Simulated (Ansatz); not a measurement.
Geometry optimisation, RKS PBE0-D4/6-31G* in Ansatz.

The input (input.yaml):

```yaml
crystal:
  periodic: [false, false, false]
  atoms:
    - { symbol: B, position_ang: [0.073025, -0.323664, 0.004401] }
    - { symbol: Cl, position_ang: [0.017954, -0.729276, 1.795622] }
    - { symbol: H, position_ang: [1.123895, -0.108035, -0.495686] }
    - { symbol: O, position_ang: [-1.048509, -0.4582, -0.723284] }
    - { symbol: H, position_ang: [-1.807889, -0.734865, -0.192442] }
    - { symbol: O, position_ang: [-0.262092, 2.175798, 0.64955] }
    - { symbol: H, position_ang: [-1.159126, 2.246537, 0.296441] }
    - { symbol: H, position_ang: [-0.38366, 1.800704, 1.551798] }
basis:
  gaussian: { orbitals: "6-31G*" }
hamiltonian:
  xc: pbe0
  dispersion: d4
relax:
  f_tol: 0.03
  max_steps: 50
output:
  orbitals: {}
```

Command:

```bash
$ ansatz run input.yaml --threads 1 --pin off --max-ram 2048MiB --backend cpu --events-out ev --progress --plain --runs-dir out
```

Task: Where does it end, and by what steps?

Result: The forces met the threshold. After 10 steps the energy has fallen by 0.141 eV; O6 moved furthest, 0.44 Å.

| step | energy less start (eV) | largest force component (eV/Å) | accepted |
| --- | --- | --- | --- |
| 0 | 0.0000 | 0.736 | yes |
| 1 | 0.0552 | 2.625 | no |
| 2 | -0.0386 | 0.583 | yes |
| 3 | -0.0509 | 0.643 | yes |
| 4 | -0.0808 | 1.144 | yes |
| 5 | -0.1037 | 0.562 | yes |
| 6 | -0.1212 | 0.194 | yes |
| 7 | -0.1355 | 0.259 | yes |
| 8 | -0.1402 | 0.136 | yes |
| 9 | -0.1396 | 0.277 | no |
| 10 | -0.1412 | 0.015 | yes |

```xyz
8
Properties=species:S:1:pos:R:3
B 0.017 -0.002 0.114
Cl 0.056 -0.780 1.786
H 1.069 0.082 -0.441
O -1.112 -0.244 -0.650
H -1.805 -0.672 -0.130
O -0.210 1.748 0.587
H -1.019 1.960 0.091
H -0.442 1.776 1.530
```

Whether the end is a true minimum wasn't checked by a vibrational analysis.

Time of the run: 35 s on 1 thread of Arm Neoverse V1 (shared host), peak memory 0.14 GiB.
